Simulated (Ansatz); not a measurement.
A single point on H₅O₂Si₂ (`O[Si](O)[SiH3]`) radical.

```yaml
crystal:
  periodic: [false, false, false]
  atoms:
    - {symbol: O, position_ang: [-1.122139, 1.622445, -0.267434]}
    - {symbol: Si, position_ang: [0.024051, 0.532229, -0.765756]}
    - {symbol: O, position_ang: [1.473199, 1.273784, -0.525770]}
    - {symbol: Si, position_ang: [0.064323, -1.456451, 0.512111]}
    - {symbol: H, position_ang: [-2.020298, 1.474256, -0.569141]}
    - {symbol: H, position_ang: [1.506248, 2.222267, -0.671010]}
    - {symbol: H, position_ang: [-1.268560, -2.103330, 0.362564]}
    - {symbol: H, position_ang: [1.095643, -2.364975, -0.054864]}
    - {symbol: H, position_ang: [0.336133, -1.246527, 1.962199]}
basis:
  gaussian: {orbitals: def2-QZVPP}
magnetization: {spin_polarized: true, initial_magnetization: 1}
correlation: {method: mp2}
scf: {omitted_lower_state_checks: [cluster_reference]}
```

```sh
$ ansatz run in.yaml --threads 4 --pin off --events-out ev --progress --plain
```

Output, abridged:

```
Functional definition: HF
2422 factors; integrals over basis functions are off by at most 9.7e-4 eV
mean field evaluation 1: about -19877.4662 eV, gradient 3.5e1 eV
mean field evaluation 2: about -19877.4681 eV, gradient 3.5e1 eV
mean field evaluation 4: about -19882.6004 eV, gradient 3.1e0 eV
mean field evaluation 8: about -19882.7592 eV, gradient 2.1e-1 eV
mean field -19882.76027552 eV, -730.6779631065 hartree, gradient 6.1e-6 eV, S^2 0.762523; 0 other end points of the search recorded, 0 dependent functions left out
12 core orbitals not correlated: weight in the atoms' cores, before any rotation towards them, 1.000 or more for the frozen orbitals, at most 0.000 for the correlated occupied ones
reference -19882.76027552 eV, -730.6779631065 hartree; 13, 12 occupied and 379, 380 virtual orbitals, 2422 factors
second order -20.78239633 eV of doubles, -0.00000000 eV of singles
Total energy: -19903.54267186 eV, -731.4417020850 hartree
Checks for a lower state left out: cluster_reference
```

Run time 6.5 s (4 threads of a server CPU on a shared host); peak host memory 2 GiB.
